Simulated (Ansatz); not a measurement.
Species: bromoboronic acid, sum formula H$_{2}$BO$_{2}$Br, net charge 0, singlet state. SMILES: OB(O)Br
Structure (B3LYP-D3(BJ)/def2-TZVP (Ansatz, a program for electronic structure) minimum search):
```
B
O 1 1.3482
H 2 0.9612 1 114.45
O 1 1.3482 2 119.45 3 180.00
H 4 0.9612 1 114.45 2 180.00
Br 1 1.9724 2 120.28 3 0.00
```
Charge 0, spin multiplicity 1.

Property: atomisation energy (electronic, to ground-state atoms), in kcal/mol. Cores are frozen in the correlated levels unless marked. UHF or UKS for open shells. Spin-orbit coupling is left out. Frozen are the shells of the preceding noble gas and the d and f shells that filled before the atom's block. No relativistic terms. The coupled-cluster limit lacks core correlation, which all-electron functionals hold. Basis-set limits of correlation are two-point, X^-3; Hartree-Fock from the larger set (for Q and 5 zeta extrapolated as (X+1)exp(-9√X)).

```json
[
 {"level": "PBE-D3(BJ)/def2-TZVPD", "program": "Ansatz + dftd3", "atomisation energy (kcal/mol)": "(withheld)"},
 {"level": "B3LYP/def2-TZVPD", "program": "Ansatz", "atomisation energy (kcal/mol)": "574.4"},
 {"level": "PBE0/STO-3G", "program": "Ansatz", "atomisation energy (kcal/mol)": "622.3"},
 {"level": "BHLYP-D4/def2-TZVPD", "program": "Ansatz + dftd4", "atomisation energy (kcal/mol)": "554.9"},
 {"level": "CCSD(T)/CBS(cc-pVQZ,cc-pV5Z)", "program": "Ansatz", "atomisation energy (kcal/mol)": "(withheld)"}
]
```

Problem. What belongs in the gaps?

Solution. 
- PBE-D3(BJ)/def2-TZVPD, atomisation energy (kcal/mol): 598.1
- CCSD(T)/CBS(cc-pVQZ,cc-pV5Z), atomisation energy (kcal/mol): 582.5
